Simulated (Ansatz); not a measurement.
Si₉GeH₁₆, an alloyed cluster cut from the lattice of silicon (1 Ge, core), relaxed as a singlet with RKS r2SCAN-D4/def2-SVP in Ansatz, starting from the GFN2-xTB geometry. Force threshold 0.03 eV/Å.

Start:

Cartesian coordinates in Å:
```
Si 0.949 2.138 -0.285
Si -2.287 0.067 -0.571
Si 0.234 -0.677 2.246
Ge 1.060 -1.469 -1.335
Si 1.172 1.453 1.948
Si -2.037 -0.603 1.663
Si -1.329 2.190 -0.842
Si 2.072 0.639 -1.683
Si -1.215 -1.461 -1.976
Si 1.341 -2.223 0.888
H 1.535 3.480 -0.458
H -3.718 0.110 -0.924
H 0.376 -1.094 3.653
H 1.782 -2.470 -2.245
H 0.547 2.426 2.855
H 2.583 1.467 2.361
H -2.772 0.301 2.559
H -2.680 -1.903 1.898
H -2.039 3.184 -0.026
H -1.524 2.682 -2.213
H 1.995 1.026 -3.096
H 3.510 0.579 -1.398
H -1.350 -1.107 -3.394
H -1.784 -2.810 -1.884
H 2.766 -2.344 1.219
H 0.813 -3.583 1.042
```

| step | energy (eV) | largest force component (eV/Å) | SCF passes |
| --- | --- | --- | --- |
| 1 | -127644.5362 | 0.454 | 18 |
| 2 | -127644.6996 | 0.315 | 18 |
| 3 | -127644.7803 | 0.050 | 19 |
| 4 | -127644.7808 | 0.010 | 13 |

Force components are those of the run's own axes.

End:

```xyz
26

Si    0.9485    2.1451   -0.2819
Si   -2.2915    0.0693   -0.5699
Si    0.2325   -0.6759    2.2517
Ge    1.1160   -1.5462   -1.4065
Si    1.1761    1.4582    1.9561
Si   -2.0453   -0.6051    1.6699
Si   -1.3343    2.2000   -0.8459
Si    2.0681    0.6273   -1.6829
Si   -1.2025   -1.4653   -1.9768
Si    1.3425   -2.2217    0.8737
H     1.5343    3.5173   -0.4435
H    -3.7510    0.1309   -0.9137
H     0.3667   -1.0847    3.6894
H     1.8425   -2.5533   -2.3225
H     0.4814    2.4387    2.8516
H     2.6271    1.4249    2.3294
H    -2.7585    0.3642    2.5631
H    -2.6574   -1.9598    1.8603
H    -2.0416    3.1824    0.0376
H    -1.4933    2.6452   -2.2680
H     1.9370    1.0579   -3.1116
H     3.5243    0.5895   -1.3335
H    -1.3561   -1.0444   -3.4062
H    -1.8102   -2.8251   -1.8178
H     2.7935   -2.2839    1.2406
H     0.7509   -3.5856    1.0572
```

By distances, no bond broke or formed. The bond that changes most is Si8–H21, from 1.47 to 1.50 Å (atoms count from 1).

No frequencies were taken in this run, so the end may be a saddle point.

It took 51 s on 4 threads of Arm Neoverse V1 on a shared host.
